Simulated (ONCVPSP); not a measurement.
**Before and after: ONCV potential for rhenium**

rhenium, optimised norm-conserving Vanderbilt (ONCV), made with ONCVPSP 4.0.1 (PBE, fully relativistic). Core [Kr] 4d10 4f14, reference 5s2 5p6 5d5 6s1.5 (charge +0.5). Waves: 5s+6s: rc 1.85 bohr, ncon 4, nbas 8, qcut 7.2 1/bohr, 3 projectors, debl 0.8 Ha; 5p: rc 1.15 bohr, ncon 5, nbas 8, qcut 7.7 1/bohr, 2 projectors, debl 2.2 Ha; 5d: rc 2.40 bohr, ncon 4, nbas 8, qcut 5.5 1/bohr, 1 projector. Local part: polynomial inside 0.95 bohr (lpopt 5, dvloc0 6 Ha). Core correction: Teter function, fcfact 4.75, rcfact 1.35.

Open shells are filled in proportion to 2j + 1.

Change: s: nproj 2.

Cutoffs: the cutoffs (Ha) at which the residual kinetic energy of the hardest occupied pseudo-wave falls to 1 and 0.1 mHa per electron; they do not see the model core or the augmentation charge, which bear on the density cutoff. Errors are all-electron minus pseudo energies relative to the spin-unpolarised reference configuration.

Q: What does the change do?

A: The potential gets neither clearly harder nor softer (94 Ha and 132 Ha → 94 Ha and 132 Ha); the lowest positive-energy flag moves from s at 190.7 eV to s at 47.5 eV; the errors of the 4 common tests hardly move; the range in which the s phases agree narrows (upper end at the end of the scan → 1.6); neither file shows a bound ghost.

| quantity | base | changed |
| --- | --- | --- |
| cutoff, loose | 94 Ha | 94 Ha |
| cutoff, tight | 132 Ha | 132 Ha |
| bound ghosts | none | none |
| GHOST(+) flags under 300 eV | s at 190.7 eV, p3/2 at 243.3 eV | s at 47.5 eV, p3/2 at 243.3 eV |
| error for 5s2 5p6 5d5 6s2, meV [ΔE -3.78 eV] | -0.1 | -0.1 |
| error for 5s2 5p6 5d5 6s1, meV [ΔE 5.47 eV] | -0.1 | -0.1 |
| error for 5s2 5p6 5d5 6s0, meV [ΔE 21.80 eV] | -2.7 | -2.5 |
| error for 5s2 5p6 5d4 6s0, meV [ΔE 48.91 eV] | -3.9 | -3.8 |
| s: phases at 1.88 bohr within 0.05 rad from the reference energy up to (Ha; the scan ends near 5) | to the end of the scan | 1.6 |
| p3/2: phases at 1.17 bohr within 0.05 rad from the reference energy up to (Ha; the scan ends near 5) | to the end of the scan | to the end of the scan |
| p1/2: phases at 1.17 bohr within 0.05 rad from the reference energy up to (Ha; the scan ends near 5) | to the end of the scan | to the end of the scan |
| d5/2: phases at 2.43 bohr within 0.05 rad from the reference energy up to (Ha; the scan ends near 5) | 1.1 | 1.1 |
| d3/2: phases at 2.43 bohr within 0.05 rad from the reference energy up to (Ha; the scan ends near 5) | 1.0 | 1.0 |
| rms error of d²Exc/dni dnj with the model core, mHa | 3.31 | 3.31 |
